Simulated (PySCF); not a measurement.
The complex [V(SH)6]2- (charge -2) contains V(IV), shell d1. The structure is a model geometry with rigid ligands and bond lengths from ionic radii and bond length changed to 0.92 of its base value, not a minimum; coordination octahedral, point group S6, metal–donor distances 2.13 Å.

The d shell alone is too small an active space for [V(SH)6]2- (an active orbital has only 0.58 squared overlap with the free ion's shell): its levels, fitted parameters, g values and moments show what this model gives and aren't sound predictions.

```
13

V     0.0000    0.0000    0.0000
S     0.0000    0.0000    2.1344
H     1.3200    0.0000    2.3844
S     0.0000    0.0000   -2.1344
H    -1.3200    0.0000   -2.3844
S     2.1344    0.0000    0.0000
H     2.3844    1.3200    0.0000
S    -2.1344    0.0000    0.0000
H    -2.3844   -1.3200    0.0000
S     0.0000    2.1344    0.0000
H     0.0000    2.3844    1.3200
S     0.0000   -2.1344    0.0000
H     0.0000   -2.3844   -1.3200
```

Method (PySCF 2.14, density fitting): CASSCF(1,5) with orbitals averaged over all microstates of the shell, strongly contracted NEVPT2 on the averaged canonical orbitals; basis x2c-TZVPall on the metal, x2c-SVPall elsewhere; spin-free X2C; IEF-PCM water; spin-orbit coupling by state interaction with the mean-field operator over all roots.

**Question.** What is the ground state?

**Answer.** 2Eg (from 2T2g) (S = 1/2, orbital degeneracy 2), with 1.0 electrons in the lower (t2g-type) set and 0.0 in the upper (eg-type) set, by NEVPT2; the next part of the same split term lies only 179 cm⁻¹ higher, which doesn't decide their order.

**Question.** List the excited states of the same spin.

**Answer.** By NEVPT2: 2Ag (from 2T2g) at 179 cm⁻¹; 2Eg at 34324 cm⁻¹ (291 nm). All are electric-dipole forbidden at this geometry.

**Question.** What ligand-field parameters describe the result?

**Answer.** At NEVPT2 level: orbital energies 0, 0, 179, 34324, 34324 cm⁻¹; 10Dq = 34265 cm⁻¹ (difference of the means of the two sets); ζ = 154 cm⁻¹ (free ion 245).

**Question.** What magnetic behaviour follows?

**Answer.** Degenerate or low-lying orbital states mix with the ground state, so no spin-only Hamiltonian applies. The lowest spin-orbit level is 2-fold, effective g = 0.00, 0.00, 0.11; the next lies at 95.1 cm⁻¹. μeff is 1.79 μB at 300 K and 0.40 μB at 10 K; the spin-only value is 1.73 μB.

The geometry is a model, and the complex may not exist in this form. Charge-transfer states lie outside this active space and may come lower than some of these levels. The ground state is orbitally degenerate in this regular structure, which would distort (Jahn–Teller), so its moment is that of the undistorted model. 2Ag (from 2T2g) (179 cm⁻¹) lies within 300 cm⁻¹ of 2Eg (from 2T2g) at NEVPT2 level, inside the method's error: they are parts of one split term, whose order is undecided, and g values and low-temperature moments can hang on it. NEVPT2 lifts 2Eg from 30575 to 34324 cm⁻¹; on the d shell alone it tends to overshoot states that fill the eg-type orbitals. NEVPT2 on the d shell alone tends to put d–d bands too high for such charged or covalently bound ions.

The job took 32 s on one thread of Arm Neoverse N1 (shared host), with 186 basis functions and a peak of 0.61 GiB, launched as `OMP_NUM_THREADS=1 python lf_run.py task.json out`.
